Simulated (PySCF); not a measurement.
Simulated characterisation data

- shieldings: GIAO PBE0/pcSseg-1
- coordinates at the GFN2-xTB level
- program: PySCF 2.14.0 with density-fitted response routines
- relativity neglected, single conformer, averaged over atoms made equivalent by symmetry, fast rotation or ring inversion, isolated molecule

Chemical shifts δ = σref − σ; ¹H, ¹³C against TMS, all at this level. Splittings of carbon signals by F and P are missing where no couplings were computed. Where no couplings were computed, multiplicities follow the n + 1 count of equivalent neighbours, and m marks all less simple cases (inequivalent or close neighbours, rings, F or P nearby). Shifts are as computed. Against solution values, carbons near 30 ppm lie about +3 ppm off and those near 130 ppm about +5 ppm. Of 1211 compounds with measured shifts, 218 miss one by over three times the rms of a fit or turn the order of signals round; such compounds aren't used in these exercises.

**1.** SMILES c1(C)ccpc(C#N)c1, C7H6NP. ¹H NMR (600 MHz, computed): δ 9.26 (m, 1H), 8.34 (m, 1H), 8.14 (m, 1H), 2.70 (s, 3H). ¹³C{¹H} NMR (computed): δ 165.3, 149.2, 147.2, 146.2, 141.4, 125.8, 26.3.

**2.** SMILES CCc1cpc(C)cp1, C7H10P2. ¹H NMR (600 MHz, computed): δ 9.64 (m, 1H), 9.45 (m, 1H), 3.15 (m, 2H), 3.02 (m, 3H), 1.36 (t, 3H). ¹³C{¹H} NMR (computed): δ 186.8, 178.5, 168.7, 166.4, 41.1, 29.6, 26.2.
